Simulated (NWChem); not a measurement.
GeNH2F3; SMILES [F][Ge]([F])([F])[NH2]

```xyz
7

N     -0.0083    -1.7723     0.4331
Ge    -0.0001    -0.0171    -0.0112
F     -1.3938     0.3589    -0.9467
F      1.4025     0.3481    -0.9376
F      0.0001     1.1231     1.2889
H     -0.8424    -2.0426     0.9482
H      0.8204    -2.0489     0.9535
```
Atoms are numbered in this order, from 1.

Results from NWChem. Coordinates come from a B3LYP/6-31G* (spherical d) optimisation. Vzz is the largest principal value of the second derivative of the potential at the nucleus (NWChem prints the opposite sign); η is the asymmetry. Non-relativistic.

Task: What does the run give for PBE/cc-pVTZ? Quantities: Vzz N1 (a.u.); η N1; Vzz Ge2 (a.u.); η Ge2.

Result: 
| Item | Result |
|---|---|
| Vzz N1 (a.u.) | -0.849 |
| η N1 | 0.02 |
| Vzz Ge2 (a.u.) | -0.798 |
| η Ge2 | 0.23 |
